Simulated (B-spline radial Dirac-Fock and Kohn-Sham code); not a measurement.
**Two-hole binding energies of Br⁵⁺**

System: the Br⁵⁺ ion, configuration [Ar] 3d10 4s2.

Model: Dirac-Fock energy differences between relaxed states, corrected for Breit and QED terms. Program: an atomic code on a B-spline grid. U is the two-hole binding energy less the two single-hole energies, the effective repulsion of the holes after relaxation. Each two-hole energy is an average over J within one jj subconfiguration.

| holes | E(a) (eV) | E(b) (eV) | E(ab) (eV) | U (eV) |
| --- | --- | --- | --- | --- |
| 1s⁻¹ 2p1/2⁻¹ | 13560.2 | 1682.3 | 15385.8 | 143.4 |
| 1s⁻¹ 3p1/2⁻¹ | 13560.2 | 275.4 | 13880.7 | 45.2 |
| 1s⁻¹ 3p3/2⁻¹ | 13560.2 | 268.4 | 13872.8 | 44.2 |
| 2s⁻¹ 2p1/2⁻¹ | 1873.2 | 1682.3 | 3635.9 | 80.5 |
| 2p1/2⁻² | 1682.3 | 1682.3 | 3469.9 | 105.3 |
| 2p1/2⁻¹ 2p3/2⁻¹ | 1682.3 | 1635.6 | 3414.4 | 96.5 |
| 2s⁻¹ 3d5/2⁻¹ | 1873.2 | 151.0 | 2063.6 | 39.4 |
| 2p1/2⁻¹ 3d5/2⁻¹ | 1682.3 | 151.0 | 1873.2 | 40.0 |
| 2p1/2⁻¹ 3d3/2⁻¹ | 1682.3 | 152.0 | 1872.9 | 38.6 |
| 2p3/2⁻¹ 3d3/2⁻¹ | 1635.6 | 152.0 | 1827.6 | 40.0 |
| 3p1/2⁻² | 275.4 | 275.4 | 586.2 | 35.5 |
| 3p3/2⁻² | 268.4 | 268.4 | 570.4 | 33.6 |
| 3d3/2⁻¹ 3d5/2⁻¹ | 152.0 | 151.0 | ? | ? |
| 3d5/2⁻² | 151.0 | 151.0 | 335.3 | 33.3 |

Question: Give the missing two-hole energy and U.

Answer: E(ab) = 336.7 eV and U = 33.7 eV.

Values without a named source are computed, but for edge energies of neutral atoms, which are taken from tables.
